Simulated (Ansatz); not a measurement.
Ga₃Sb₃H₁₂⁺, a cluster cut from wurtzite GaSb (hydrogen-capped). Total charge 1; doublet. Geometry PBE-D4/def2-SVP, that of the neutral singlet; atoms count from 1.

```xyz
18

Sb   -2.115    0.794    0.650
Ga   -1.045   -0.846    2.523
Sb    1.517   -0.699    1.656
Ga   -1.897    0.634   -2.046
Sb    0.809    0.531   -2.141
Ga    2.476   -1.159   -0.836
H    -3.784    0.965    1.018
H    -1.683    2.398    1.090
H    -1.148   -0.143    3.930
H    -1.542   -2.300    2.162
H     2.123    0.831    2.148
H     2.476   -1.616    2.747
H    -2.376    1.998   -2.676
H    -2.400   -0.809   -2.440
H     1.377    2.124   -1.837
H     1.260    0.509   -3.799
H     2.005   -2.616   -1.219
H     3.945   -0.594   -0.929
```

In the def2 sets Sb takes a core potential; there is no spin–orbit coupling.

(1) Estimate the Mulliken populations from the PBE0/def2-TZVP orbitals of Ansatz.

(2) Where does the spin sit?

(3) And the Mayer bond orders between heavy atoms (over 0.3)?

## Answers

(1) 
| atom | charge (e) | spin (α − β) |
| --- | --- | --- |
| Sb1 | 0.04 | 0.29 |
| Ga2 | 0.13 | 0.09 |
| Sb3 | 0.03 | 0.28 |
| Ga4 | 0.14 | 0.09 |
| Sb5 | 0.04 | 0.29 |
| Ga6 | 0.13 | 0.09 |
| H7 | 0.09 | -0.01 |
| H8 | 0.07 | -0.01 |
| H9 | 0.01 | -0.01 |
| H10 | -0.01 | -0.01 |
| H11 | 0.07 | -0.01 |
| H12 | 0.09 | -0.01 |
| H13 | 0.01 | -0.01 |
| H14 | -0.01 | -0.01 |
| H15 | 0.07 | -0.01 |
| H16 | 0.09 | -0.01 |
| H17 | -0.01 | -0.01 |
| H18 | 0.01 | -0.01 |
Mulliken values depend strongly on the basis.

(2) Summed by element: Sb 0.85, Ga 0.26, H -0.11, of 1 unpaired in all. Largest on single atoms: Sb1 0.29, Sb5 0.29, Sb3 0.28.

(3) Sb1–Ga2 0.56 (2.71 Å); Sb1–Ga4 0.56 (2.71 Å); Ga2–Sb3 0.56 (2.71 Å); Sb3–Ga6 0.56 (2.71 Å); Ga4–Sb5 0.56 (2.71 Å); Sb5–Ga6 0.56 (2.71 Å).
